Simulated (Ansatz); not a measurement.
The cluster K₂S⁺. The state is a quartet with charge 1. Geometry PBE-D4/def2-TZVP; atoms count from 1.

```xyz
3

K    -0.8146    1.0837    3.6305
K     0.8116   -1.0827   -3.6315
S     0.0030   -0.0010    0.0010
```

At PBE0-D4/def2-TZVP a doublet of charge 1 lies 3.73 eV below the quartet, each at its own geometry. The structure comes from a short search, and lower isomers may exist.

Question: Estimate the Mulliken populations from the PBE0/def2-TZVP orbitals of Ansatz.

Answer: 
| atom | charge (e) | spin (α − β) |
| --- | --- | --- |
| K1 | 0.46 | 0.50 |
| K2 | 0.46 | 0.50 |
| S3 | 0.07 | 2.00 |
Mulliken values and Mayer orders depend strongly on the basis.

Question: Where does the spin sit?

Answer: Summed by element: K 1.00, S 2.00, of 3 unpaired in all. Largest on single atoms: S3 2.00, K1 0.50, K2 0.50.
